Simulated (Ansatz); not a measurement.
Input file for `C[B](F)[GeH3]`:

```yaml
crystal:
  periodic: [false, false, false]
  atoms:
    - {symbol: C, position_ang: [-0.230807, 1.092409, -1.166122]}
    - {symbol: B, position_ang: [0.464981, -0.153891, -0.548470]}
    - {symbol: F, position_ang: [1.409848, -0.781668, -1.240417]}
    - {symbol: Ge, position_ang: [0.016691, -0.944264, 1.332889]}
    - {symbol: H, position_ang: [-0.134434, 1.949948, -0.490617]}
    - {symbol: H, position_ang: [0.154520, 1.365994, -2.150544]}
    - {symbol: H, position_ang: [-1.309508, 0.911468, -1.242915]}
    - {symbol: H, position_ang: [-0.457357, -2.405208, 1.219257]}
    - {symbol: H, position_ang: [-1.090013, -0.146605, 2.046857]}
    - {symbol: H, position_ang: [1.259178, -0.939282, 2.242984]}
basis:
  gaussian: {orbitals: def2-SVP}
correlation: {method: ccsd_t}
```

```sh
$ ansatz run in.yaml --threads 4 --pin off --events-out ev --progress --plain
```

The program prints (abridged):

```
Functional definition: HF
1042 factors; integrals over basis functions are off by at most 1.3e-3 eV
mean field evaluation 1: about -60964.9164 eV, gradient 3.0e1 eV
mean field evaluation 2: about -60964.9582 eV, gradient 3.0e1 eV
mean field evaluation 4: about -60967.3276 eV, gradient 3.3e0 eV
mean field evaluation 8: about -60967.3691 eV, gradient 1.8e-1 eV
mean field -60967.36923578 eV, -2240.5094942479 hartree, gradient 9.1e-7 eV, S^2 0.000000; 0 other end points of the search recorded, 0 dependent functions left out
12 core orbitals not correlated: weight in the atoms' cores, before any rotation towards them, 1.000 or more for the frozen orbitals, at most 0.000 for the correlated occupied ones
reference -60967.36923578 eV, -2240.5094942479 hartree; 17, 17 occupied and 75, 75 virtual orbitals, 1042 factors
second order -17.60176357 eV of doubles, -0.00000000 eV of singles
cycle   1  -17.98846190 eV  change   -3.9e-1 eV  update   1.0e-1
cycle   2  -18.52049873 eV  change   -5.3e-1 eV  update   3.1e-2
cycle   3  -18.62773671 eV  change   -1.1e-1 eV  update   1.6e-2
cycle   4  -18.61881759 eV  change    8.9e-3 eV  update   3.9e-3
cycle   5  -18.61812050 eV  change    7.0e-4 eV  update   1.7e-3
cycle   6  -18.61793794 eV  change    1.8e-4 eV  update   4.7e-4
cycle   7  -18.61770672 eV  change    2.3e-4 eV  update   1.5e-4
cycle   8  -18.61771233 eV  change   -5.6e-6 eV  update   5.1e-5
cycle   9  -18.61773454 eV  change   -2.2e-5 eV  update   1.6e-5
perturbative correction -0.46744091 eV, -0.0171781365 hartree
Total energy: -60986.45441123 eV, -2241.2108615093 hartree
```

Run time 7 s (4 threads of a server CPU on a shared host); peak host memory 0.5 GiB.

Correlation energy per correlated electron: -0.561 eV. T1 diagnostic: 0.0121.
